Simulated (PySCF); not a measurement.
C₄H₇FSi, SMILES C[Si@H]1C=C[C@H]1F.

The structure is a stationary point at B3LYP-D3(BJ)/def2-SVP. The structure was generated by enumeration; whether it is a known compound was not checked.

Two levels are set side by side: PBE/def2-TZVP (PySCF) and CAM-B3LYP/def2-TZVP (PySCF). Same geometry, gas phase. Differences are taken from unrounded values.

| quantity | CAM-B3LYP | PBE | PBE minus CAM-B3LYP |
|---|---|---|---|
| orbital gap (eV) | 9.69 | 4.79 | -4.90 |
| highest occupied level (eV) | -9.07 | -6.37 | 2.70 |
| lowest empty level (eV) | 0.62 | -1.58 | -2.20 |
| dipole moment (D) | 1.62 | 1.35 | -0.27 |
| mean polarisability (bohr³) | 69.8 | 73.0 | 3.3 |

Without exact exchange PBE keeps part of each electron's self-repulsion, which lifts occupied levels and narrows the gap. Loosely held outer electrons make PBE densities more polarisable. Differences between two approximate levels are no errors against the true value.

Rough cost on one machine, each run with all the roots and properties that it gave: CAM-B3LYP against PBE within a factor of 2.
